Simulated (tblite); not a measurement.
Problem. Give a GFN2-xTB geometry of `C[Si](C)(C)[Si]F` [triplet]. (Triplet state.)

Solution. 
Z-matrix in Å and degrees, rows numbered from 1:
```
C 
Si  1  1.9204
C   2  1.9203  1  105.72
C   2  1.9047  1  109.05  3   117.08
Si  2  2.2797  1  114.68  3  -127.19
F   5  1.6692  2  107.35  1    61.43
H   1  1.0861  2  110.55  3    65.38
H   1  1.0862  2  111.21  3  -175.31
H   1  1.0875  2  112.07  3   -54.75
H   3  1.0862  2  111.20  1   175.19
H   3  1.0875  2  112.07  1    54.63
H   3  1.0862  2  110.53  1   -65.50
H   4  1.0841  2  112.00  1    62.07
H   4  1.0842  2  111.97  1  -176.56
H   4  1.0847  2  109.65  1   -57.25
```

Si2 (silicon bonded to 3 C and Si) is distorted tetrahedral (angles from 103.7° to 114.7°).

Computed geometry: GFN2-xTB, gas phase. This method treats the open shell by occupation alone, without spin polarisation.

Point group: Cs (every atom within 0.08 Å of its image). Its GFN2-xTB frequencies are all real (lowest 40 cm⁻¹). This triplet need not be the ground state; the singlet was not compared here. 2 starts were optimised and ended at 0.00 and 0.02 kcal/mol (GFN2-xTB); the lowest of these is shown.

On Arm Neoverse V1, one thread (shared host), this took 0.27 s of wall time. These figures are those of the optimisation.
